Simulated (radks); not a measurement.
Results of a calculation; reference values are marked as such.
V II, configuration [Ar] 3d4. Code: a radial shooting solver on a logarithmic mesh with Libxc functionals. Model: scalar-relativistic Kohn-Sham, LDA (Slater exchange, Perdew-Wang correlation), spin-polarised, spherical densities, point nucleus; open shells are filled with parallel spins first.

Radial electron density D(r) = 4 pi r^2 rho(r):

r (bohr),D(r) (e/bohr),spin D(r)
0.006078,3.041,-0.000262
0.006908,3.768,-0.000325
0.007851,4.644,-0.000400
0.008852,5.619,-0.000484
0.01006,6.842,-0.000589
0.01143,8.269,-0.000712
0.013,9.909,-0.000853
0.01477,11.76,-0.00101
0.01679,13.80,-0.00119
0.01908,16.00,-0.00138
0.02169,18.29,-0.00158
0.02465,20.59,-0.00179
0.02801,22.76,-0.00201
0.03184,24.68,-0.00222
0.03618,26.18,-0.00243
0.04113,27.12,-0.00264
0.04674,27.39,-0.00288
0.05312,26.96,-0.00316
0.06038,25.89,-0.00351
0.06862,24.39,-0.00394
0.07799,22.76,-0.00439
0.08864,21.42,-0.00467
0.1007,20.76,-0.00428
0.1145,21.07,-0.00230
0.1291,22.31,0.00250
0.1467,24.43,0.0132
0.1668,26.86,0.0335
0.1895,28.84,0.0687
0.2154,29.63,0.125
0.2448,28.66,0.211
0.2783,25.86,0.334
0.3163,21.66,0.500
0.3595,16.96,0.713
0.4086,12.84,0.973
0.4643,10.16,1.27
0.5278,9.217,1.59
0.5998,9.705,1.91
0.6817,10.83,2.18
0.7748,11.72,2.37
0.8806,11.73,2.46
1.001,10.73,2.43
1.138,8.955,2.30
1.293,6.866,2.08
1.469,4.885,1.80
1.67,3.272,1.50
1.883,2.162,1.22
2.14,1.358,0.929
2.432,0.8442,0.674
2.765,0.5189,0.461
3.142,0.3105,0.294
3.571,0.1764,0.172
4.059,0.09259,0.0918
4.613,0.04383,0.0437
5.243,0.01829,0.0183
5.959,0.006597,0.00660
6.773,0.002012,0.00201

D(r) has 3 maxima, at r = 0.0460, 0.215, 0.826 bohr, and minima at 0.103, 0.532 bohr, inside which lie 2.13, 10.51 electrons.
